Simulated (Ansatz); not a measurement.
Isolated molecules relaxed with PBE0-D4/def2-TZVP in Ansatz; ΔE leaves out vibrations. CCSD(T)/CBS adds triple-zeta CCSD(T) − MP2 to the extrapolated MP2 energy (def2 sets, frozen cores). This one scheme is used for every species. DFT in def2-TZVPP. HSE06 is defined as in plane-wave codes. Each species was taken in one conformer, which may not be the lowest.

Reaction (ligand exchange at the Si–O bond): `[OH][Al]([Cl])[O][SiH3]` + `C[SiH2]N` → `C[SiH2]N[SiH3]` + `[OH][Al]([OH])[Cl]`

CCSD(T)/CBS gives +50.5 kJ/mol.

Problem. Another level gave +45.7 kJ/mol. Which?
A. revPBE-D4/def2-TZVPP
B. HSE06-D4/def2-TZVPP
C. ωB97X-V/def2-TZVPP
D. CAM-B3LYP/def2-TZVPP

Solution. B. HSE06-D4 45.7, ωB97X-V 50.8, revPBE-D4 38.8, CAM-B3LYP 56.7 kJ/mol.

Largest T1 diagnostic among the species: 0.011.

From PBE to PBE0 (25 % exact exchange), in def2-TZVPP and without D4, ΔE moves by +3.2 kJ/mol. In def2-TZVPP, CCSD(T) changes the Hartree–Fock value by −16.1 kJ/mol (the triples alone add −2.5 kJ/mol) and MP2 by −17.0 kJ/mol.
